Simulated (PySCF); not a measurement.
Species: C5H7BO.
Atom-mapped SMILES: `[CH3:1][B:2]([CH3:3])[c:4]1[cH:5][c:6]1=[O:7]` (hydrogens: H8, H9, H10 on C1; H11, H12, H13 on C3; H14 on C5)

Method: PBE0-D3(BJ)/def2-SVP geometry optimisation, gas phase (PySCF); density fitting, grid level 2; the optimiser is geomeTRIC in internal coordinates, started from a GFN2-xTB structure.

Step 9: E = -8005.5967 eV
```
atom  x, y, z in Å  |  force x, y, z in eV/Å
C1     -1.1953    0.2444   -0.1780   -0.028   0.038   0.018
B2     -0.1956   -0.9383   -0.4306    0.038   0.007  -0.004
C3     -0.6737   -2.3365   -0.9562   -0.011  -0.033  -0.032
C4      1.3053   -0.6997   -0.2128   -0.077  -0.036   0.040
C5      2.4398   -0.6467    0.5297    0.026   0.040  -0.036
C6      2.5952   -0.3460   -0.8240    0.061  -0.009   0.008
O7      3.2044   -0.0426   -1.8110   -0.028   0.008   0.004
H8     -0.7781    1.2422   -0.3791    0.012  -0.010  -0.004
H9     -2.1543    0.1301   -0.7049    0.010  -0.008  -0.006
H10    -1.4224    0.2222    0.9063    0.000  -0.007  -0.007
H11    -0.7835   -2.2253   -2.0531    0.006   0.004   0.008
H12     0.0219   -3.1703   -0.7874    0.002   0.007   0.010
H13    -1.6747   -2.6023   -0.5818    0.002   0.013   0.006
H14     2.8081   -0.7893    1.5484   -0.012  -0.014  -0.004
```

Step 10: E = -8005.5978 eV
```
atom  x, y, z in Å  |  force x, y, z in eV/Å
C1     -1.1969    0.2467   -0.1710   -0.011   0.024   0.009
B2     -0.1973   -0.9365   -0.4223    0.034   0.003  -0.012
C3     -0.6745   -2.3360   -0.9463   -0.001  -0.015  -0.025
C4      1.3052   -0.6987   -0.2140   -0.079  -0.034   0.055
C5      2.4471   -0.6447    0.5177   -0.008   0.019  -0.080
C6      2.5877   -0.3456   -0.8386    0.091   0.009   0.028
O7      3.1883   -0.0417   -1.8307   -0.035   0.001  -0.004
H8     -0.7690    1.2476   -0.3269    0.005  -0.005  -0.004
H9     -2.1368    0.1509   -0.7348    0.006  -0.005  -0.006
H10    -1.4656    0.1894    0.9023   -0.001  -0.006   0.002
H11    -0.7167   -2.2412   -2.0495    0.003   0.001   0.001
H12     0.0000   -3.1758   -0.7275   -0.002   0.006   0.009
H13    -1.6982   -2.5812   -0.6248   -0.003   0.006   0.010
H14     2.8239   -0.7915    1.5319    0.000  -0.005   0.017
```

Q: Estimate the geometry and energy of step 11. (The exact step hangs on the optimiser's Hessian estimate; all steps are aligned on step 10, rigid shifts and turns removed.)

A: E = -8005.5988 eV, largest force 0.095 eV/Å
```
atom  x, y, z in Å  |  force x, y, z in eV/Å
C1     -1.1958    0.2493   -0.1692    0.016   0.000  -0.008
B2     -0.1978   -0.9381   -0.4116    0.016  -0.002  -0.014
C3     -0.6751   -2.3373   -0.9386    0.006   0.010   0.000
C4      1.3038   -0.7032   -0.2031   -0.050  -0.018   0.041
C5      2.4574   -0.6496    0.5101   -0.038  -0.015  -0.086
C6      2.5752   -0.3382   -0.8453    0.080   0.029   0.038
O7      3.1565   -0.0201   -1.8443   -0.026  -0.009  -0.010
H8     -0.7553    1.2484   -0.2969   -0.005   0.004   0.001
H9     -2.1162    0.1670   -0.7665   -0.001   0.001  -0.003
H10    -1.5023    0.1748    0.8924   -0.003  -0.004   0.009
H11    -0.6692   -2.2568   -2.0433    0.000  -0.002  -0.006
H12    -0.0194   -3.1813   -0.6814   -0.005   0.002   0.003
H13    -1.7132   -2.5648   -0.6534   -0.006  -0.004   0.006
H14     2.8485   -0.8083    1.5167    0.013   0.010   0.028
```

The energy changes by -0.0011 eV. The first-order estimate −F·Δx gives -0.0015 eV and the mean of the old and new forces, exact on a quadratic surface, -0.0010 eV. The step makes an angle of 86° with the force vector and moves no atom by more than 0.050 Å.

What follows is the cost of the whole optimisation. The run took 99 s on one thread of an Arm Neoverse V1, no GPU, shared host with 32 logical CPUs at a one-minute load of 11, and the process peaked at 0.73 GiB of memory.
